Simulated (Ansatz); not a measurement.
Consider the hydrogenolysis of a Ge–O bond: `C[O][Ge]([OH])([Cl])[Cl]` + H₂ → `[OH][GeH]([Cl])[Cl]` + CH₃OH.

Gas-phase electronic energies from Ansatz, PBE0-D4/def2-TZVP geometries. CCSD(T)/CBS adds triple-zeta CCSD(T) − MP2 to the extrapolated MP2 energy (def2 sets, frozen cores). This one scheme is used for every species. DFT in def2-TZVPP. B3LYP here is the variant with VWN-RPA as its local correlation; programs differ in this. For Ge outer-core shells are correlated without core-valence functions, which leaves a few kJ/mol of doubt a bond. Scalar relativity is left out up to krypton. Each species was taken in one conformer, which may not be the lowest.

```
             level  ΔE (kJ/mol)  difference from CCSD(T)/CBS
         r2SCAN-D4         23.9                          2.0
          B3LYP-D4         20.4                         -1.5
           ωB97X-V         20.1                         -1.8
           ωB97M-V         19.0                         -2.9
            B2PLYP         17.2                         -4.7
               PBE          7.4                        -14.5
              PBE0          5.4                        -16.5
             B3LYP          6.4                        -15.5
     HF/def2-TZVPP          4.7                        -17.2
    MP2/def2-TZVPP         31.1                          9.2
SCS-MP2/def2-TZVPP         26.5                          4.6
   CCSD/def2-TZVPP         19.2                         -2.7
SCS-MP2/def2-QZVPP         24.8                          2.9
      HF/CBS(def2)          4.5                        -17.4
     MP2/CBS(def2)         28.3                          6.4
    CCSD/CBS(def2)         16.4                         -5.5
       CCSD(T)/CBS         21.9                            0
```

Largest T1 diagnostic among the species: 0.011.

The D4 term adds +14.0 kJ/mol with B3LYP and +7.9 kJ/mol with PBE0; it sums over pairs of atoms, weighted by their polarisabilities, and B3LYP, whose exchange is more repulsive, gets the larger term. In def2-TZVPP, CCSD(T) changes the Hartree–Fock value by +20.0 kJ/mol (the triples alone add +5.5 kJ/mol) and MP2 by +26.4 kJ/mol.
